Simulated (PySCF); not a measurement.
**Basis-set dependence of population analyses: `BP[SiH2]Cl`**

BClH5PSi.
Numbering: `[BH2:1][PH:2][SiH2:3][Cl:4]` (hydrogens: H5, H6 on B1; H7 on P2; H8, H9 on Si3)

PBE0 throughout (PySCF), one geometry, spherical d and f functions. The structure is a single PBE0-D3(BJ)/def2-SVP conformer in the gas phase; no vibrational or solvent corrections. Atoms taken as equivalent share a column and are averaged.

Mulliken charges (e):

```
        basis  functions      B1      P2     Si3     Cl4   H5/H6      H7   H8/H9
       STO-3G         37  -0.046  +0.140  +0.542  -0.342  -0.044  -0.044  -0.081
        6-31G         58  -0.094  -0.085  +0.522  -0.290  +0.020  +0.022  -0.057
     pcSseg-0         58  -0.104  -0.408  +0.536  -0.367  +0.089  +0.149  +0.008
       6-31G*         78  -0.102  -0.141  +0.424  -0.255  +0.037  +0.058  -0.029
     def2-SVP         93  -0.052  -0.149  +0.451  -0.257  +0.019  +0.047  -0.039
      cc-pVDZ         93  -0.080  -0.077  +0.313  -0.222  +0.016  +0.055  -0.010
     pcSseg-1        114  -0.091  -0.270  +0.557  -0.324  +0.054  +0.094  -0.038
  aug-cc-pVDZ        149  -1.199  -0.621  -0.068  -0.414  +0.648  +0.393  +0.306
6-311+G(2d,p)        162  -0.216  +0.113  +0.246  -0.192  +0.018  +0.065  -0.026
    def2-TZVP        172  -0.094  -0.121  +0.278  -0.233  +0.036  +0.089  +0.004
      cc-pVTZ        202  -0.143  -0.054  +0.291  -0.216  +0.042  +0.052  -0.007
     IGLO-III        217  +0.015  -0.067  +0.833  -0.382  -0.038  -0.042  -0.141
```

IAO charges (e):

```
        basis  functions      B1      P2     Si3     Cl4   H5/H6      H7   H8/H9
       STO-3G         37  -0.179  +0.111  +0.557  -0.290  +0.003  -0.016  -0.094
        6-31G         58  -0.222  +0.020  +0.481  -0.280  +0.039  +0.038  -0.057
     pcSseg-0         58  -0.230  +0.002  +0.461  -0.267  +0.040  +0.054  -0.050
       6-31G*         78  -0.213  +0.031  +0.615  -0.308  +0.032  +0.011  -0.099
     def2-SVP         93  -0.226  +0.035  +0.625  -0.299  +0.032  +0.013  -0.105
      cc-pVDZ         93  -0.232  +0.034  +0.616  -0.308  +0.036  +0.016  -0.098
     pcSseg-1        114  -0.231  +0.036  +0.627  -0.310  +0.034  +0.014  -0.103
  aug-cc-pVDZ        149  -0.231  +0.030  +0.621  -0.314  +0.036  +0.017  -0.097
6-311+G(2d,p)        162  -0.236  +0.040  +0.641  -0.317  +0.036  +0.011  -0.105
    def2-TZVP        172  -0.236  +0.037  +0.654  -0.318  +0.036  +0.010  -0.109
      cc-pVTZ        202  -0.234  +0.032  +0.644  -0.317  +0.036  +0.014  -0.105
     IGLO-III        217  -0.239  +0.040  +0.645  -0.312  +0.036  +0.011  -0.107
```

Some averages cover members that differ in this geometry, most widely: H5/H6, Mulliken in aug-cc-pVDZ +0.606 to +0.691 e.

Task: Which scheme is steadiest as the basis changes?

Result: Largest range over the bases for any column: IAO 0.19 e, Mulliken 1.21 e. IAO charges move least and Mulliken charges most, counted in e. Without the minimal STO-3G basis the ranges are IAO 0.19, Mulliken 1.21 e.

Task: How much do the charges still move between the two largest bases, cc-pVTZ and IGLO-III?

Result: At most, over all atoms: Mulliken 0.542 e, IAO 0.008 e.

Task: What do the same runs give for the total energy, the frontier levels and the dipole moment?

Result: 
```csv
basis,energy (Eh),HOMO (eV),LUMO (eV),μ (D)
STO-3G,-1105.9939,-4.94,1.48,1.82
6-31G,-1118.3407,-7.72,-1.91,2.36
pcSseg-0,-1117.1367,-7.98,-2.18,2.50
6-31G*,-1118.4306,-7.65,-1.84,1.60
def2-SVP,-1118.1277,-7.68,-1.96,1.21
cc-pVDZ,-1118.4936,-7.66,-1.94,1.23
pcSseg-1,-1118.4423,-7.79,-2.09,1.56
aug-cc-pVDZ,-1118.5008,-7.71,-2.07,1.19
"6-311+G(2d,p)",-1118.5306,-7.72,-2.09,1.13
def2-TZVP,-1118.5365,-7.70,-2.06,1.05
cc-pVTZ,-1118.5485,-7.71,-2.04,1.08
IGLO-III,-1118.5287,-7.68,-2.02,0.93
```

The dipole is fixed by the density alone, so its range of 1.57 D shows that the density itself changes with the basis, not only its division among atoms.
